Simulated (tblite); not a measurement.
Run record: tight-binding relaxation, `[CH2]B(F)F` [radical].

Computed with GFN2-xTB geometry optimisation, gas phase (tblite 0.8.0). Start geometry: from a force field or distance geometry. A driver script takes a list of jobs; this job's settings line and coordinates (Å) are shown.

Command:
```bash
OMP_NUM_THREADS=1 python probes_run.py task.json out
```

Input:
```
{"job": {"kind": "relax", "xc": "GFN2-xTB", "basis": "xTB"}, "charge": 0, "multiplicity": 2}
C     -0.856200    -0.121400    -0.312600
B      0.691000    -0.006400    -0.060200
F      1.535900    -1.191400    -0.151000
F      1.289200     1.269800     0.277900
H     -1.337400     0.877600    -0.188500
H     -1.319400    -0.826300     0.412800
```

Output:
```
step      E/eV     max force
  0    -376.36903    3.607
  1    -376.87163    2.457
  2    -377.11884    3.426
  3    -377.26692    0.871
  4    -377.29778    0.714
  5    -377.37183    0.582
  6    -377.39729    0.622
  7    -377.41461    0.514
  8    -377.43185    0.380
  9    -377.44645    0.437
... (17 lines left out)
 27    -377.50572    0.046
 28    -377.50586    0.045
 29    -377.50606    0.042
 30    -377.50632    0.040
 31    -377.50654    0.035
 32    -377.50663    0.020
 33    -377.50666    0.012
 34    -377.50667    0.014
 35    -377.50669    0.013
 36    -377.50669    0.006
```

«max force» is the largest atomic force in eV/Å.

Task: From which step on does the largest force stay under 0.1 eV/Å, and how much energy is left to gain from there?

Result: From step 23 (0.077 eV/Å), 2.2 meV above the end.

Summary of the converged run: energy lowered by 26.2 kcal/mol over 36 steps; largest atomic force 0.006 eV/Å at the end.

Task: Give the final coordinates.

Result: 0.284 Å rms from the input after alignment:
```
atom  x, y, z in Å
C1    -0.8047   -0.0240   -0.0128
B2     0.7079    0.0219    0.0042
F3     1.4621   -1.0684    0.0467
F4     1.3961    1.1556   -0.0219
H5    -1.4066    0.8665   -0.0459
H6    -1.3517   -0.9496    0.0080
```

Hardware: one thread, Arm Neoverse V1 (aarch64), no GPU, shared host with 32 logical CPUs at a one-minute load of 6.2. Cost: 0.1 s of wall time.
Labels such as C1 count atoms from 1, the log's own numbers from 0.
